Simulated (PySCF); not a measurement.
C₄H₃ClF₂, SMILES C=C(F)/C(Cl)=C\F. Heavy atoms are numbered as in [CH2:1]=[C:2]([F:3])/[C:4]([Cl:5])=[CH:6]\[F:7]. Hydrogens are named by the atom that carries them.

Coordinates come from a B3LYP-D3(BJ)/def2-SVP optimisation. The structure was generated by enumeration; whether it is a known compound was not checked. The values are those of a single conformer.

Calculation: r2SCAN/def2-TZVP (PySCF).

Atomic charges (e), one atom of each kind:

| atom | Mulliken | Löwdin | IAO |
|---|---|---|---|
| C1 (CH2) | -0.32 | ? | -0.38 |
| C2 | 0.22 | -0.34 | 0.30 |
| F3 | -0.19 | 0.21 | -0.26 |
| C4 | 0.06 | -0.44 | -0.09 |
| Cl5 | -0.10 | ? | -0.01 |
| C6 (CH) | 0.06 | ? | 0.15 |
| F7 | -0.16 | ? | -0.23 |
| H on C1 | 0.14 | 0.14 | 0.18 |
| H on C6 | 0.14 | 0.13 | 0.17 |

What belongs in the gaps? (An estimate is asked for; the answer gives what the named calculation found.)


- C1 (CH2), Löwdin: -0.19
- Cl5, Löwdin: 0.41
- C6 (CH), Löwdin: -0.28
- F7, Löwdin: 0.21

Give the Mayer and Wiberg (Löwdin basis) orders of the bonds. (Estimate from the structure and the level; the computed values follow.)


```csv
bond,Mayer,Wiberg
C1–C2,1.80,2.02
C2–F3,1.06,1.70
C2–C4,1.02,1.24
C4–Cl5,1.03,1.60
C4–C6,1.67,1.91
C6–F7,1.08,1.80
```
